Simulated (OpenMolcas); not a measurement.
Ag5+ among 5 point charges of -2 e arranged as a trigonal bipyramid (D3h), 2.23 Å from the ion, with the axial distance 2.408 Å.

```yaml
Program: OpenMolcas
Method: CASSCF
Basis: ANO-RCC-VTZP [7s6p4d2f1g]
Scalar_Hamiltonian: DKH2, point nucleus
Active_space: 6 electrons in 5 orbitals (4d)
State_averaging: 2S+1 = 5 even, 5 roots; 2S+1 = 3 even, 45 roots; 2S+1 = 1 even, 50 roots
Spin-orbit_coupling: state interaction with AMFI integrals over the reference wave functions
```

Problem. What is the spin-free ground state (labels of D3, the rotations of D3h)?

Solution. 5E, 2-fold in its orbital part, 100 % from free-ion D terms; it has the highest spin that d6 allows.

Problem. Where is the first state of the same spin?

Solution. 5E at 496 cm-1 above the ground state. The two act as a nearly degenerate pair, with unquenched orbital momentum.

Problem. What are the lowest two levels with spin-orbit coupling?

Solution. A 2-fold level with g = 0.00, 0.00, 9.16, then a 2-fold level E 140.1 cm-1 above it. Their leading multiplicities are 5 (98 %) and 5 (98 %).

Problem. What is χT at 300 K, and how does it compare with the textbook value?

Solution. The lowest level has 2S+1 = 5, for which the spin-only value is χT = S(S+1) / 2 = 3.000 cm3 K/mol (g = 2). The computed 5.368 at 300 K differs by +2.368, through orbital momentum, spin-orbit coupling and any other state in reach.

Spin-orbit coupling mixes the spin-free states strongly: the lowest level takes only 58 % from its leading state, 5E. An orbital doublet at a regular site is open to a Jahn-Teller distortion, which this geometry leaves out. Without dynamic correlation the repulsion within the d shell is too large (B by tens of per cent), so at a given field states of lower spin stand too high. Point charges give a weaker field than real ligands, and real ions of this kind are as a rule low spin; the high spin found here belongs to the model. The ground term spreads over less than 5000 cm-1, several times less than with real ligands, so orbital moments are less quenched and χT lies further from the spin-only value than at real sites. Point charges carry no covalency, so the field is a model and not that of real ligands. No measured value stands beside these numbers.

With an even number of electrons the g values are those of a degenerate or nearly degenerate non-Kramers pair.
